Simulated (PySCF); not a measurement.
C₂Ni, SMILES [C]1[C][Ni]1 (connectivity only; charge and spin as stated), neutral, multiplicity 3. Atoms are numbered in the order given.

```xyz
3

Ni     0.0000     0.0000    -0.5233
C      0.0000     0.6472     1.2211
C      0.0000    -0.6472     1.2211
```
Charge 0, spin multiplicity 3.

Geometry: PBE0-D3(BJ)/def2-TZVP. The spin state was assumed, not searched.

Calculation: PBE0-D3(BJ)/def2-TZVP run with PySCF.

Frequencies are harmonic and unscaled.

Computed vibrational spectrum:
```csv
mode,ν (cm⁻¹),IR (km/mol),moving atoms (share of kinetic energy)
1,427,5.1,C 95 %
2,515,6.8,"C 71 %, Ni 29 %"
3,1692,5.7,C 100 %
```
